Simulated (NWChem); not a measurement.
Program: NWChem. System: FGa, charge 0, spin multiplicity 1, displaced from the optimised geometry. The structure started from a generated list of species.

Job file:

```
start mol
memory heap 200 mb stack 900 mb global 1100 mb
geometry units angstroms nocenter noautoz
  Ga     0.000000     0.000000    -0.409898
  F      0.000000     0.000000     1.411872
  symmetry group C2v
end
basis spherical
  * library def2-tzvp
end
dft
  xc becke88 lyp
  semidirect memsize 60000000 filesize 0
  iterations 100
  convergence nodiis damp 40
end
task dft gradient
```

The output up to the point where the run's verdict is printed (cleaned and shortened):

```
             Northwest Computational Chemistry Package (NWChem) 7.3.0
             --------------------------------------------------------

                                NWChem Input Module
                                -------------------

 Scaling coordinates for geometry "geometry" by  1.889725989
 (inverse scale =  0.529177249)

 Turning off AUTOSYM since
 SYMMETRY directive was detected!

                             Geometry "geometry" -> ""
                             -------------------------

 Output coordinates in angstroms (scale by  1.889725989 to convert to a.u.)

  No.       Tag          Charge          X              Y              Z
 ---- ---------------- ---------- -------------- -------------- --------------
    1 Ga                  31.0000     0.00000000     0.00000000    -0.40989800
    2 F                    9.0000     0.00000000     0.00000000     1.41187200

 Effective nuclear repulsion energy (a.u.)      81.0423118566

            Nuclear Dipole moment (a.u.)
            ----------------------------
        X                 Y               Z
 ---------------- ---------------- ----------------
     0.0000000000     0.0000000000     0.0000188973

      Symmetry information
      --------------------

 Group name             C2v
 Group number             16
 Group order               4
 No. of unique centers     2

      Symmetry unique atoms

     1    2


 Summary of "ao basis" -> "" (spherical)
 ------------------------------------------------------------------------------
       Tag                 Description            Shells   Functions and Types
 ---------------- ------------------------------  ------  ---------------------
 *                         def2-tzvp                  on all atoms

                                 NWChem DFT Module
                                 -----------------

 Summary of "ao basis" -> "ao basis" (spherical)
 ------------------------------------------------------------------------------
       Tag                 Description            Shells   Functions and Types
 ---------------- ------------------------------  ------  ---------------------
[...]
 !! scf_movecs_sym_adapt:   36 vectors were symmetry contaminated

 d= 0,ls=0.5         84  -1951.9030454162 -2.36D+02  4.89D-01              16.1

 !! scf_movecs_sym_adapt:   36 vectors were symmetry contaminated

  Symmetry fudging

 !! scf_movecs_sym_adapt:   36 vectors were symmetry contaminated

 d= 0,ls=0.5         85  -1716.0485551896  2.36D+02  4.89D-01              16.2

 !! scf_movecs_sym_adapt:   36 vectors were symmetry contaminated

  Symmetry fudging

 !! scf_movecs_sym_adapt:   36 vectors were symmetry contaminated

 d= 0,ls=0.5         86  -1951.9030454162 -2.36D+02  4.89D-01              16.4

 !! scf_movecs_sym_adapt:   36 vectors were symmetry contaminated

  Symmetry fudging

 !! scf_movecs_sym_adapt:   32 vectors were symmetry contaminated

 d= 0,ls=0.5         87  -1716.0485551896  2.36D+02  4.89D-01              16.5

 !! scf_movecs_sym_adapt:   36 vectors were symmetry contaminated

  Symmetry fudging

 !! scf_movecs_sym_adapt:   36 vectors were symmetry contaminated

 d= 0,ls=0.5         88  -1951.9030454162 -2.36D+02  4.89D-01              16.7

 !! scf_movecs_sym_adapt:   36 vectors were symmetry contaminated

  Symmetry fudging

 !! scf_movecs_sym_adapt:   34 vectors were symmetry contaminated

 d= 0,ls=0.5         89  -1716.0485551896  2.36D+02  4.89D-01              16.9

 !! scf_movecs_sym_adapt:   36 vectors were symmetry contaminated

  Symmetry fudging

 !! scf_movecs_sym_adapt:   34 vectors were symmetry contaminated

 d= 0,ls=0.5         90  -1951.9030454162 -2.36D+02  4.89D-01              17.0

 !! scf_movecs_sym_adapt:   36 vectors were symmetry contaminated

  Symmetry fudging

 !! scf_movecs_sym_adapt:   36 vectors were symmetry contaminated

 d= 0,ls=0.5         91  -1716.0485551896  2.36D+02  4.89D-01              17.2

 !! scf_movecs_sym_adapt:   36 vectors were symmetry contaminated

  Symmetry fudging

 !! scf_movecs_sym_adapt:   36 vectors were symmetry contaminated

 d= 0,ls=0.5         92  -1951.9030454162 -2.36D+02  4.89D-01              17.4

 !! scf_movecs_sym_adapt:   36 vectors were symmetry contaminated

  Symmetry fudging

 !! scf_movecs_sym_adapt:   36 vectors were symmetry contaminated

 d= 0,ls=0.5         93  -1716.0485551896  2.36D+02  4.89D-01              17.5

 !! scf_movecs_sym_adapt:   36 vectors were symmetry contaminated

  Symmetry fudging

 !! scf_movecs_sym_adapt:   36 vectors were symmetry contaminated

 d= 0,ls=0.5         94  -1951.9030454162 -2.36D+02  4.89D-01              17.6

 !! scf_movecs_sym_adapt:   36 vectors were symmetry contaminated

  Symmetry fudging

 !! scf_movecs_sym_adapt:   36 vectors were symmetry contaminated

 d= 0,ls=0.5         95  -1716.0485551896  2.36D+02  4.89D-01              17.7

 !! scf_movecs_sym_adapt:   36 vectors were symmetry contaminated

  Symmetry fudging

 !! scf_movecs_sym_adapt:   36 vectors were symmetry contaminated

 d= 0,ls=0.5         96  -1951.9030454162 -2.36D+02  4.89D-01              17.8

 !! scf_movecs_sym_adapt:   36 vectors were symmetry contaminated

  Symmetry fudging

 !! scf_movecs_sym_adapt:   34 vectors were symmetry contaminated

 d= 0,ls=0.5         97  -1716.0485551896  2.36D+02  4.89D-01              17.8

 !! scf_movecs_sym_adapt:   36 vectors were symmetry contaminated

  Symmetry fudging

 !! scf_movecs_sym_adapt:   34 vectors were symmetry contaminated

 d= 0,ls=0.5         98  -1951.9030454162 -2.36D+02  4.89D-01              17.9

 !! scf_movecs_sym_adapt:   36 vectors were symmetry contaminated

  Symmetry fudging

 !! scf_movecs_sym_adapt:   36 vectors were symmetry contaminated

 d= 0,ls=0.5         99  -1716.0485551896  2.36D+02  4.89D-01              18.0

 !! scf_movecs_sym_adapt:   36 vectors were symmetry contaminated

  Symmetry fudging

 !! scf_movecs_sym_adapt:   36 vectors were symmetry contaminated

 d= 0,ls=0.5        100  -1951.9030454162 -2.36D+02  4.89D-01              18.2
```

Convergence was not reached. The next line reads: Calculation failed to converge. NWChem stopped with the message: dft gradient failed.
